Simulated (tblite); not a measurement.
C₅H₁₀FPSi₂.
Atom-mapped SMILES: `[CH:1]#[C:2][C@@H:3]1[CH2:4][C@H:5]1[SiH2:6][PH:7][SiH2:8][F:9]` (hydrogens: H10 on C1; H11 on C3; H12, H13 on C4; H14 on C5; H15, H16 on Si6; H17 on P7; H18, H19 on Si8)

Computed with GFN2-xTB (tblite), gas phase: L-BFGS steps from a force-field or distance-geometry start until the largest atomic force falls under 0.01 eV/Å.

Step 4: E = -720.5278 eV
```
atom  x, y, z in Å  |  force x, y, z in eV/Å
C1      4.2781   -1.4103    0.0232   -0.615   0.132  -0.104
C2      3.1312   -1.1257   -0.1885    0.218  -0.149   0.041
C3      1.8011   -0.6825   -0.4500   -0.202   0.030   0.303
C4      1.6397    0.7497   -0.8304    0.410   0.089   0.195
C5      1.1860    0.3050    0.5282    0.146   0.031   0.076
Si6    -0.6563    0.4799    0.8756   -0.268  -0.256  -0.164
P7     -1.8989   -0.8115   -0.5180    0.177  -0.376   0.335
Si8    -3.9748   -0.3359    0.1832    0.511  -0.054   0.094
F9     -4.9750   -0.1651   -1.0573   -0.028  -0.024  -0.015
H10     5.2619   -1.6905    0.2022    0.379  -0.124   0.078
H11     1.1381   -1.4082   -0.8886   -0.110  -0.221  -0.142
H12     2.5485    1.3203   -0.8916    0.138   0.233  -0.081
H13     0.9006    1.0141   -1.5512   -0.327   0.089  -0.375
H14     1.8453    0.5735    1.3525   -0.130   0.017  -0.118
H15    -0.9729    0.0694    2.2545    0.001  -0.048  -0.172
H16    -0.9866    1.9011    0.7231   -0.015   0.096   0.011
H17    -1.7920   -0.2177   -1.7649   -0.134   0.311   0.284
H18    -4.0367    0.8815    0.9609   -0.121   0.337  -0.034
H19    -4.4469   -1.4227    1.0296   -0.028  -0.113  -0.213
```

Step 5: E = -720.5641 eV
```
atom  x, y, z in Å  |  force x, y, z in eV/Å
C1      4.2712   -1.4102    0.0225   -0.150   0.011  -0.017
C2      3.1261   -1.1332   -0.1886    0.010  -0.043   0.022
C3      1.8038   -0.6814   -0.4504   -0.296   0.064   0.352
C4      1.6465    0.7509   -0.8262    0.203   0.073   0.100
C5      1.1822    0.3010    0.5297    0.182   0.111  -0.066
Si6    -0.6643    0.4767    0.8684   -0.195  -0.173  -0.102
P7     -1.8966   -0.8379   -0.5135    0.250  -0.196   0.207
Si8    -3.9587   -0.3338    0.1891    0.316   0.015  -0.032
F9     -4.9702   -0.1683   -1.0492    0.058  -0.021   0.041
H10     5.2570   -1.6888    0.2013    0.324  -0.119   0.068
H11     1.1433   -1.4076   -0.8842   -0.203  -0.268  -0.227
H12     2.5477    1.3282   -0.9011    0.213   0.223   0.009
H13     0.9073    1.0135   -1.5487   -0.338   0.073  -0.375
H14     1.8424    0.5764    1.3463   -0.100   0.009   0.009
H15    -0.9735    0.0653    2.2507    0.000  -0.029  -0.187
H16    -0.9871    1.9098    0.7245   -0.003  -0.066   0.003
H17    -1.7974   -0.2046   -1.7480   -0.132   0.217   0.338
H18    -4.0433    0.8907    0.9559   -0.084   0.300  -0.039
H19    -4.4461   -1.4223    1.0139   -0.053  -0.183  -0.102
```

Step 6: E = -720.6051 eV
```
atom  x, y, z in Å  |  force x, y, z in eV/Å
C1      4.2638   -1.4110    0.0219    0.344  -0.118   0.076
C2      3.1192   -1.1434   -0.1881   -0.229   0.083   0.023
C3      1.8003   -0.6797   -0.4442   -0.237  -0.086   0.195
C4      1.6552    0.7543   -0.8216   -0.034   0.149  -0.169
C5      1.1791    0.2987    0.5295    0.057   0.250  -0.102
Si6    -0.6771    0.4694    0.8570    0.018  -0.007  -0.009
P7     -1.8881   -0.8746   -0.5044    0.275   0.038  -0.017
Si8    -3.9327   -0.3302    0.1956   -0.006   0.085  -0.056
F9     -4.9621   -0.1727   -1.0373    0.176  -0.012   0.096
H10     5.2550   -1.6884    0.2011    0.141  -0.079   0.029
H11     1.1456   -1.4120   -0.8834   -0.206  -0.165  -0.220
H12     2.5524    1.3434   -0.9126    0.112   0.075   0.110
H13     0.9107    1.0137   -1.5514   -0.173   0.015  -0.213
H14     1.8375    0.5805    1.3402   -0.063   0.008   0.149
H15    -0.9744    0.0594    2.2420   -0.012  -0.019  -0.164
H16    -0.9878    1.9186    0.7262    0.002  -0.263  -0.012
H17    -1.8071   -0.1839   -1.7187   -0.107   0.069   0.396
H18    -4.0533    0.9082    0.9485   -0.018   0.157  -0.094
H19    -4.4461   -1.4259    0.9922   -0.043  -0.180  -0.018
```

Problem. Estimate the geometry and energy of step 7. (The exact step hangs on the optimiser's Hessian estimate; all steps are aligned on step 6, rigid shifts and turns removed.)

Solution. E = -720.6261 eV, largest force 0.395 eV/Å
```
atom  x, y, z in Å  |  force x, y, z in eV/Å
C1      4.2623   -1.4124    0.0223    0.364  -0.130   0.082
C2      3.1157   -1.1478   -0.1868   -0.199   0.096   0.057
C3      1.7936   -0.6813   -0.4374   -0.110  -0.042   0.014
C4      1.6591    0.7594   -0.8231   -0.161   0.014  -0.188
C5      1.1780    0.3025    0.5283   -0.010   0.271  -0.150
Si6    -0.6827    0.4649    0.8509    0.146   0.081   0.035
P7     -1.8788   -0.8915   -0.4992    0.195   0.110  -0.076
Si8    -3.9192   -0.3275    0.1986   -0.127   0.059   0.015
F9     -4.9557   -0.1750   -1.0308    0.205  -0.001   0.081
H10     5.2576   -1.6900    0.2017   -0.007  -0.040  -0.004
H11     1.1429   -1.4172   -0.8873   -0.149  -0.040  -0.144
H12     2.5571    1.3523   -0.9160    0.023  -0.022   0.121
H13     0.9088    1.0140   -1.5571   -0.026  -0.011  -0.088
H14     1.8339    0.5826    1.3401   -0.049   0.017   0.175
H15    -0.9751    0.0562    2.2348   -0.022  -0.027  -0.114
H16    -0.9882    1.9183    0.7267   -0.009  -0.304  -0.024
H17    -1.8138   -0.1723   -1.6975   -0.076   0.026   0.353
H18    -4.0585    0.9199    0.9432    0.022   0.059  -0.131
H19    -4.4469   -1.4308    0.9811   -0.009  -0.115  -0.014
```

The energy changes by -0.0209 eV. The first-order estimate −F·Δx gives -0.0288 eV and the mean of the old and new forces, exact on a quadratic surface, -0.0210 eV. The step makes an angle of 56° with the force vector and moves no atom by more than 0.025 Å.

What follows is the cost of the whole relaxation. The run took 2.4 s of wall time on an Arm Neoverse N1 with one thread, no GPU, shared host with 64 logical CPUs at a one-minute load of 61.
